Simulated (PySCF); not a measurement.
# Excitation energy of F²⁺ by level of theory

F²⁺ [He] 2s2 2p3 (4S) → F²⁺ [He] 2s1 2p4 (4P), as a difference of total energies. Calculation: PySCF 2.14, in aug-cc-pVQZ-DK (6s5p4d3f2g, 80 functions); scalar relativity by spin-free X2C-1e. Correlated levels: valence: 1s2 frozen. The calculations carry no spin-orbit coupling.

```tsv
method	excitation energy (eV)
UHF	18.922
MP2 (valence)	18.969
SCS-MP2 (valence)	18.977
CCSD (valence)	18.933
CCSD(T) (valence)	18.926
```

A first-order spin-orbit estimate (lowest level to lowest level, LS coupling) adds -0.023 eV.
